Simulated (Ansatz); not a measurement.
Geometry optimisation, Ansatz 0.2.0, RHF/def2-SVP.

Input file:

```yaml
crystal:
  periodic: [false, false, false]
  atoms:
    - { symbol: Ti, position_ang: [0.0, 0.0, 0.0] }
    - { symbol: Cl, position_ang: [0.0, 0.0, 2.72] }
    - { symbol: F, position_ang: [1.7257, 0.0, -0.6094] }
    - { symbol: O, position_ang: [-0.9043, 1.5667, -0.6394] }
    - { symbol: Si, position_ang: [-2.5133, 1.6221, -1.1195] }
    - { symbol: H, position_ang: [-3.3254, 0.838, -0.1937] }
    - { symbol: H, position_ang: [-2.975, 3.0072, -1.1178] }
    - { symbol: H, position_ang: [-2.6397, 1.0694, -2.4649] }
    - { symbol: F, position_ang: [-0.8619, -1.4933, -0.6094] }
    - { symbol: "N", position_ang: [1.2317, -1.8705, 0.7442] }
    - { symbol: H, position_ang: [0.7926, -2.8351, 0.7273] }
    - { symbol: H, position_ang: [2.2241, -1.746, 1.0953] }
    - { symbol: H, position_ang: [0.8474, -1.2868, 1.9598] }
basis:
  gaussian: { orbitals: def2-SVP }
hamiltonian:
  xc: hf
relax:
  f_tol: 0.15
  max_steps: 25
  restrain:
    - { distance: [0, 9], at: 2.06, k: 30.0 }
    - { distance: [12, 1], at: 1.37, k: 30.0 }
    - { distance: [0, 1], at: 3.57, k: 30.0 }
    - { distance: [12, 9], at: 2.26, k: 30.0 }
output:
  orbitals: {}
```

Launched with:

```bash
$ ansatz run input.yaml --threads 4 --pin off --max-ram 5120MiB --backend cpu --events-out ev --progress --plain --runs-dir out
```

Task: Where does it end, and by what steps?

Result: It converged. The restraints hold the end off the free minimum; the threshold counts their pulls, which the force column leaves out. Restrained pairs: Ti1–N10 (2.36 → 1.99 Å), Cl2–H13 (1.72 → 1.33 Å), Ti1–Cl2 (2.72 → 3.58 Å), N10–H13 (1.40 → 2.26 Å). After 18 steps the energy has fallen by 3.369 eV (the restraints' own energy left out); F9 moved furthest, 2.29 Å.

```
step  energy less start (eV)  largest force component (eV/Å)  accepted
   0                  0.0000                           6.024       yes
   1                  0.5210                           3.889       yes
   2                  0.2877                           2.791       yes
   3                 -0.7365                           2.209       yes
   4                 -1.6462                           1.510       yes
   5                 -2.1291                           1.486       yes
   6                 -2.4346                           1.514       yes
   7                 -2.6896                           1.543       yes
   8                 -2.8438                           1.340       yes
   9                 -2.9423                           1.428       yes
  10                 -3.0135                           1.679       yes
  11                 -3.0815                           1.976       yes
  12                 -3.1848                           1.561       yes
  13                 -3.2438                           1.392       yes
  14                 -3.3014                           1.393       yes
  15                 -3.2892                           1.688       yes
  16                 -3.3297                           1.380       yes
  17                 -3.3614                           1.651       yes
  18                 -3.3693                           1.416       yes
```

```xyz
13
Properties=species:S:1:pos:R:3
Ti 0.523 -0.510 -0.764
Cl 0.085 1.138 2.379
F 1.870 0.572 -0.636
O -1.040 0.255 -0.757
Si -2.424 1.171 -0.597
H -3.270 0.574 0.454
H -2.060 2.556 -0.246
H -3.141 1.151 -1.888
F 0.698 -1.343 -2.280
N 0.637 -1.819 0.733
H -0.090 -2.497 0.892
H 1.530 -2.213 0.981
H 0.282 -0.163 2.222
```

The run took 3.3 min on 4 threads of Intel(R) Xeon(R) Processor @ 2.50GHz (Skylake/Cascade Lake), with other jobs on the host, peak memory 0.5 GiB.
